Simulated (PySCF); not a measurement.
# Reading the logs of faulty runs: GeH5NOSi

Calculated results; nothing here was measured. The program is PySCF 2.14.0, an open-source quantum chemistry code, run on an isolated molecule that a program drew, which may never have been made. The molecule is GeH5NOSi (charge 0, singlet), drawn as the SMILES string `N[SiH](O)[GeH]`.

Each row is a Hartree-Fock (HF) and frozen-core CCSD(T) single point in the cc-pV(D+d)Z basis, meant for a local HF minimum. Run 1 is clean. Each other run has one planted mistake out of seven kinds, and not every kind appears here: one electron removed, one electron added, multiplicity raised by two, geometry at a saddle point, minimal basis STO-3G, one bond length entered in bohr, all coordinates scaled. The reference is restricted for singlets and unrestricted otherwise, and also for a bond in bohr. Adding or removing an electron swaps singlet and doublet. Electrons count all cores. HOMO and LUMO are orbital energies over both spins, the gradient is its largest component, and the lowest frequency (negative if imaginary) is given only where the gradient is small. Bond lengths are over the 8 bonds as drawn. T1 is the CCSD diagnostic: over 0.02 (restricted) or 0.045 (unrestricted) a single reference is doubtful. Germanium has the cc-pVDZ-PP basis, with a core potential (ECP10MDF) in place of its 10 inner electrons, and its 3s, 3p and 3d shells are frozen in CCSD(T).

Geometry of the clean run:
```xyz
9
GeH5NOSi, angstrom
N    -0.4723    0.3855   -0.2909
Si    0.6448    0.1263    0.9878
O     1.2107   -1.4271    1.1864
Ge   -0.3970    0.5896    3.1645
H    -1.3665   -0.0685   -0.2825
H    -0.1565    0.5315   -1.2321
H     1.7976    0.9934    0.6352
H     1.8061   -1.7850    0.5439
H    -1.6553   -0.2979    2.7806
```

| run | electrons | basis functions | <S^2> | HOMO (eV) | LUMO (eV) | gradient (hartree/bohr) | lowest frequency (cm^-1) | mean bond (Å) | longest bond (Å) | T1 | HF (hartree) | CCSD(T) (hartree) | mistake |
|---|---|---|---|---|---|---|---|---|---|---|---|---|---|
| 1 | 66 | 99 | 0.000 | -8.30 | 0.40 | 3.8e-05 | 88 | 1.4831 | 2.457 | 0.0137 | -714.58307 | -715.17353 | no fault |
| 2 | 67 | 99 | 0.762 | -1.04 | 7.53 | 4.7e-02 | - | 1.4831 | 2.457 | 0.0135 | -714.59398 | -715.19488 | one electron added |
| 3 | 66 | 99 | 2.014 | -7.63 | 0.03 | 2.8e-02 | - | 1.4831 | 2.457 | 0.0154 | -714.56071 | -715.13539 | multiplicity raised by two |
| 4 | 66 | 99 | 1.353 | -7.03 | 0.64 | 2.0e-02 | - | 1.6741 | 3.246 | 0.0455 | -714.46049 | -715.01914 | one bond length entered in bohr |
| 5 | 65 | 99 | 0.774 | -15.84 | -6.52 | 7.0e-02 | - | 1.4831 | 2.457 | 0.0206 | -714.31155 | -714.87697 | one electron removed |
| 6 | 66 | 99 | 0.000 | -8.51 | 0.15 | 4.7e-02 | - | 1.5765 | 2.612 | 0.0151 | -714.55346 | -715.15640 | ? |

**Which mistake was planted in run 6, and what did it cost?**

The mean and the longest bond both change by the same factor, 1.063, and the gradient is no longer small. So the mistake is: all coordinates scaled. Subtracting run 1 and multiplying by 627.51 kcal/mol a hartree, the energy moved by 18.6 kcal/mol in HF and 10.7 kcal/mol in CCSD(T).

Cautions from the logs. Run 4: T1 is over the limit, so its CCSD(T) energy is less reliable.
